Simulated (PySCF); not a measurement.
**How the method changes the constants of BSe**

State: ²Σ⁺ (doublet), unpaired electrons σ ↑. Set-up: PySCF, no relativity, basis sets B aug-pcseg-1, Se aug-pcseg-1. De refers to B + Se in their high-spin ground configurations, without counterpoise correction. The functionals are run spin-unrestricted. A positive dipole means B(−)Se(+).

| Level | Re (Å) | ωe (cm⁻¹) | De (eV) | μ (D) | CPU s a point (SCF and correlation, without the integrals) |
| --- | --- | --- | --- | --- | --- |
| ROHF | 1.735 | 1035 | 3.25 | -1.41 | 0.15 |
| ROHF-MP2 | 1.754 | 992 | 4.84 | n/a | 0.27 |
| ROHF-SCS-MP2 | 1.754 | 989 | 4.56 | n/a | n/a |
| ROHF-CCSD | 1.754 | 981 | 4.31 | n/a | n/a |
| ROHF-CCSD(T) | 1.764 | 956 | 4.55 | n/a | 7.7 |
| PBE | 1.760 | 954 | 5.35 | -0.36 | 0.51 |
| BP86 | 1.763 | 946 | 5.25 | -0.42 | 0.36 |
| TPSS | 1.758 | 957 | 5.11 | -0.45 | 0.76 |
| r²SCAN | 1.748 | 986 | 5.29 | -0.62 | 0.72 |
| PBE0 | 1.745 | 993 | 5.06 | -0.59 | 0.98 |
| BHandHLYP | 1.738 | 1004 | 4.47 | -0.83 | 0.51 |
| CAM-B3LYP | 1.739 | 1001 | 4.72 | -0.66 | 1.1 |

Problem. Which functional lies closest to ROHF-CCSD(T) in De, which farthest, and by how much do they differ from it?

Solution. Closest is BHandHLYP (-2.6 pm in Re, +5.0 % in ωe, -0.08 eV in De against ROHF-CCSD(T) in the same basis), farthest PBE (-0.4 pm in Re, -0.2 % in ωe, +0.80 eV in De). CCSD(T) converges more slowly with the basis than the functionals do and binds too weakly in this one, so the order can change at the basis-set limit.

Problem. What does a quarter of exact exchange do here, going from PBE to PBE0?

Solution. PBE0 less PBE: -1.5 pm in Re, +4.1 % in ωe, -0.29 eV in De. Exact exchange removes part of the self-interaction that spreads semilocal densities, and in most molecules shortens and stiffens the bond and lowers De; so it does here.

Problem. What does second-order correlation do here, going from ROHF to ROHF-MP2?

Solution. ROHF-MP2 less ROHF: +1.9 pm in Re, -4.2 % in ωe, +1.59 eV in De. Correlation nearly always deepens the well. The bond lengthens, as in strong covalent bonds, where excitations into antibonding orbitals dominate.

Correlated steps freeze 10 core orbitals. Correlated levels converge slowly with the basis: in double zeta they bind strong bonds too weakly, by up to about 1 eV, and carry superposition errors of some tenths. Spin–orbit coupling is left out. The state was picked by a PBE0 search and need not be the measured ground state.

The whole job (state search and all levels along the bond) took about 2.6 min on 1 thread of Intel Xeon Platinum 8375C @ 2.90GHz (shared host), peak memory 0.78 GiB.
